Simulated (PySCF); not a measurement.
**Working out the ionisation energy of Cl⁺**

Cl⁺ [Ne] 3s2 3p4 (3P) → Cl²⁺ [Ne] 3s2 3p3 (4S). Calculation: PySCF 2.14, in def2-SVP (4s3p1d, 18 functions); no relativity, point nucleus. Frozen: [Ne]. Energies in hartree (1 hartree = 27.21139 eV):

| part | Cl⁺ (lower) | Cl²⁺ (upper) |
| --- | --- | --- |
| UHF | -458.886235 | -458.050795 |
| CCSD correlation | -0.108085 | -0.091682 |
| (T) | -0.001040 | -0.000856 |

Question: What does Hartree-Fock give?

Answer: (-458.050795) − (-458.886235) = 0.835440 hartree = 22.733 eV.

Question: What do CCSD and CCSD(T) give?

Answer: The CCSD correlation energies differ by 0.016403 hartree = 0.446 eV and the triples by 0.000184 hartree = 0.005 eV, so CCSD gives 23.179 eV and CCSD(T) 23.184 eV.

Measured between the centres of the two terms (NIST): 23.771 eV, so CCSD(T) (valence) is off by -0.587 eV.

A double-zeta basis recovers only part of the correlation energy.

What remains against the reference includes basis incompleteness, the frozen core and higher excitations.
